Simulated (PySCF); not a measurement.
## Two-component Hartree-Fock for Pt⁺ (platinum, charge +1)

Start: [Xe] 4f14 5d9; 5d3/2 filled at m_j = -3/2, -1/2, +1/2, +3/2; 5d5/2 filled at m_j = -3/2, -1/2, +1/2, +3/2, +5/2. Calculated with PySCF 2.14 in x2c-QZVPPall-2c (16s16p12d7f2g, 191 functions): generalised Hartree-Fock with the X2C-1e Hamiltonian and a Gaussian nucleus; one run each with spin-orbit coupling (SO) switched off, then screened by Boettger's factors.

```csv
spinor shell,electrons,"ε, spin-free (eV)","ε, screened SO (eV)",weight of nominal j (screened SO),"rms radius, screened SO (bohr)"
1s1/2,2,-78840.7,-78812.3,1.000,0.0194
2s1/2,2,-14007.6,-13998.9,1.000,0.0782
2p1/2,2,-12150.9,-13395.0,1.000,0.0663
2p3/2,4,-12150.9,-11659.9,1.000,0.0741
3s1/2,2,-3364.1,-3361.6,1.000,0.200
3p1/2,2,-2814.5,-3091.2,1.000,0.191
3p3/2,4,-2814.5,-2703.7,1.000,0.207
3d3/2,4,-2209.7,-2258.7,1.000,0.182
3d5/2,6,-2209.7,-2175.4,1.000,0.186
4s1/2,2,-765.31,-764.73,1.000,0.441
4p1/2,2,-581.95,-648.89,1.000,0.447
4p3/2,4,-581.95,-555.28,1.000,0.481
4d3/2,4,-354.49,-365.28,1.000,0.496
4d5/2,6,-354.49,-347.18,1.000,0.507
5s1/2,2,-128.34,-128.47,1.000,1.03
4f5/2,6,-99.771,-101.84,0.999,0.561
4f7/2,8,-99.771,-98.088,1.000,0.567
5p1/2,2,-78.015,-90.012,0.999,1.12
5p3/2,4,-78.015,-73.474,0.999,1.22
5d3/2,4,-19.772,-21.062,0.966,1.71
5d5/2,5,-19.772,-19.179,0.939,1.84
```

| quantity | spin-free | screened SO |
| --- | --- | --- |
| E (hartree) | -18399.53285 | -18426.69257 |
| M_J | 5/2 | 5/2 |
| ⟨J²⟩ | 9.461 | 10.690 |
| ⟨L²⟩ | 6.544 | 7.164 |
| ⟨S²⟩ | 0.916 | 1.269 |

The determinant has a definite M_J but mixes levels of different J.

Each row is a mean over spinors that exchange with the open shell spreads, by up to 4.275 eV (5p3/2).

Breit and QED terms are absent; they matter most for the inner s and p1/2 levels.

Densities and radii are taken from the X2C orbitals without a picture-change correction, which distorts them close to the nucleus.

Without spin-orbit coupling the j labels of p, d and f shells carry no meaning; the spin-free column gives the mean over the occupied spinors of each nl shell, and its ⟨J²⟩ belongs to a mixture of degenerate components.
